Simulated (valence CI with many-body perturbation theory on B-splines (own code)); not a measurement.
**From CI to CI+MBPT in Pr LIV**

Computed by valence CI with perturbative core correlation (CI+MBPT): four valence electrons over a frozen Dirac-Fock core [He], radial functions for each j: 11 s, 11 p, 9 d, 7 f, 5 g, 2 h, 1 i, with the one-electron correlation potential Σ1 (screened to all orders), the two-electron term Σ2, the three-electron term Σ3, Breit, model QED; selected single and double excitations, second order for the rest (own B-spline code, finite nucleus).

The last digits are not significant, and no measured levels were compared; by estimate large intervals hold to a few tenths of a per cent, small ones and those within an open d or f shell to about a per cent. Among the levels kept, up to 270 cm⁻¹ of a level comes from second order outside the variational space, and about a tenth of that is noise between levels of different J, which matters for small intervals.

Each rung adds one term. CI alone is the Dirac-Coulomb CI over the frozen core; QED comes last and gives the full result, which names the levels. Energies are above (2s^2 2p1/2^2) J=0 on the same rung, in eV.

Levels are named by their leading jj configuration (3d3/2^4 stands for four electrons in 3d with j = 3/2), which in mixed levels can hold well under half, so a name can repeat and another be missing. Letters in brackets count levels of one name in rising energy.

| Level | CI alone | Σ1 | Σ2 | Σ3 | Breit | QED | Full |
| --- | --- | --- | --- | --- | --- | --- | --- |
| (2s^2 2p1/2 2p3/2) J=1 | 506.2 | +0.12 | -0.05 | +0.01 | -8.54 | +0.91 | 498.6 |
| (2s^2 2p1/2 2p3/2) J=2 | 526.9 | +0.12 | -0.03 | -0.02 | -12.58 | +0.91 | 515.3 |
| (2s 2p1/2^2 2p3/2) J=2 | 721.3 | -0.15 | -0.19 | -0.03 | -3.05 | -7.24 | 710.6 |
| (2s 2p1/2^2 2p3/2) J=1 | 787.1 | -0.15 | -0.33 | -0.11 | -1.55 | -7.28 | 777.7 |
| (2s^2 2p3/2^2) J=2 | 1045.5 | +0.24 | -0.03 | -0.02 | -18.81 | +1.67 | 1028.5 |
| (2s^2 2p3/2^2) J=0 | 1086.9 | +0.24 | +0.06 | -0.07 | -14.49 | +1.64 | 1074.2 |
| (2s 2p1/2 2p3/2^2) J=2 [a] | 1206.2 | -0.03 | -0.17 | -0.01 | -10.22 | -6.37 | 1189.4 |
| (2s 2p1/2 2p3/2^2) J=3 | 1250.3 | -0.03 | -0.19 | -0.05 | -16.28 | -6.38 | 1227.4 |
| (2s 2p1/2 2p3/2^2) J=0 | 1283.8 | -0.03 | -0.11 | -0.07 | -7.16 | -6.39 | 1270.1 |
| (2s 2p1/2 2p3/2^2) J=1 [a] | 1303.6 | -0.03 | -0.39 | -0.12 | -9.70 | -6.41 | 1286.9 |
| (2s 2p1/2 2p3/2^2) J=2 [b] | 1317.7 | -0.03 | -0.36 | -0.13 | -13.65 | -6.41 | 1297.1 |
| (2s 2p1/2 2p3/2^2) J=1 [b] | 1316.5 | -0.03 | -0.26 | -0.12 | -9.26 | -6.41 | 1300.4 |
| (2p1/2^2 2p3/2^2) J=2 | 1542.7 | -0.30 | -0.61 | -0.16 | -3.74 | -14.43 | 1523.4 |
| (2p1/2^2 2p3/2^2) J=0 | 1587.3 | -0.30 | -0.55 | -0.17 | +0.74 | -14.41 | 1572.6 |
| (2s 2p3/2^3) J=2 | 1791.8 | +0.09 | -0.17 | -0.08 | -18.69 | -5.51 | 1767.4 |
| (2s 2p3/2^3) J=1 | 1855.0 | +0.09 | -0.34 | -0.14 | -17.62 | -5.54 | 1831.5 |
| (2p1/2 2p3/2^3) J=1 | 2056.9 | -0.18 | -0.56 | -0.16 | -9.52 | -13.69 | 2032.8 |
| (2p1/2 2p3/2^3) J=2 | 2077.9 | -0.18 | -0.52 | -0.16 | -13.45 | -13.69 | 2049.9 |
| (2p3/2^4) J=0 | 2614.5 | -0.06 | -0.46 | -0.16 | -16.80 | -12.81 | 2584.2 |

The middle columns are the shifts that each term adds.

(1) How does the ionisation energy move along the ladder, and which term matters most?

Results:

(1) CI alone 10977, + Σ1 10978, + Σ2 10978, + Σ3 10978, + Breit 10960, + QED 10960 eV. The largest step is Breit, -18 eV. NIST lists 10959 ± 5 eV (theoretical).
